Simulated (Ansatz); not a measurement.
Input for Ansatz (a first-principles code): R-CCSD(T)/def2-QZVPPD on HF (SMILES F) with ghost functions, monomers drawn apart or pushed together. Files ending in .json are basis or fitting sets from the Basis Set Exchange.

Ansatz 0.2 input:
```yaml
crystal:
  periodic: [false, false, false]
  atoms:
    - {symbol: F, position_ang: [-0.07014391, 0.47503342, -0.24116469]}
    - {symbol: H, position_ang: [0.00476218, 0.03463117, 0.57653190]}
basis:
  gaussian:
    orbitals: def2-QZVPPD.json
    ghost_atoms:
      - {symbol: I, position_ang: [0.29650860, -1.47908625, 3.93754393]}
      - {symbol: H, position_ang: [0.25780940, -0.00685469, 4.60409627]}
magnetization: {spin_polarized: false}
correlation: {method: ccsd_t, electrons: outside_noble_gas}
scf: {lower_state_search: off}
```

Output:

```
WARN ansatz: RAYON_NUM_THREADS=1 ignored (pool sized by the plan → 1); use --threads N
Functional definition: HF
these checks for a lower state are left out or cut short: stability, starts, cluster_reference, orbital_swaps, neighbouring_geometries, increment
integrals: 1.08 GiB planned
1319 factors; integrals over basis functions are off by at most 1.2e-3 eV
mean field: 0.46 GiB planned
mean field evaluation 1: about -2722.0566 eV, gradient 2.5e1 eV
mean field evaluation 2: about -2722.0566 eV, gradient 2.5e1 eV
mean field evaluation 4: about -2723.0238 eV, gradient 1.2e0 eV
mean field evaluation 8: about -2723.0287 eV, gradient 6.2e-5 eV
mean field -2723.02866166 eV, -100.0694575810 hartree, gradient 5.1e-6 eV, S^2 0.000000; 0 other end points of the search recorded, 0 dependent functions left out
1 core orbitals not correlated
reference -2723.02866166 eV, -100.0694575810 hartree; 4, 4 occupied and 218, 218 virtual orbitals, 1319 factors
second order -8.11135016 eV of doubles, -0.00000000 eV of singles
coupled cluster: 1.15 GiB planned
cycle   1  -7.95306498 eV  change    1.6e-1 eV  update   4.5e-2
cycle   2  -8.07898374 eV  change   -1.3e-1 eV  update   1.2e-2
cycle   3  -8.10980225 eV  change   -3.1e-2 eV  update   5.3e-3
cycle   4  -8.10500238 eV  change    4.8e-3 eV  update   9.3e-4
cycle   5  -8.10453950 eV  change    4.6e-4 eV  update   3.2e-4
cycle   6  -8.10467425 eV  change   -1.3e-4 eV  update   7.7e-5
cycle   7  -8.10466250 eV  change    1.2e-5 eV  update   2.6e-5
cycle   8  -8.10465021 eV  change    1.2e-5 eV  update   6.8e-6
cycle   9  -8.10464820 eV  change    2.0e-6 eV  update   2.2e-6
perturbative correction -0.22163273 eV, -0.0081448526 hartree
Total energy: -2731.35494259 eV, -100.3754427614 hartree
Checks for a lower state left out: stability, starts, cluster_reference, orbital_swaps, neighbouring_geometries, increment
```

Self-consistency was reached.

Cost: around 2.9 core-minutes (rough).
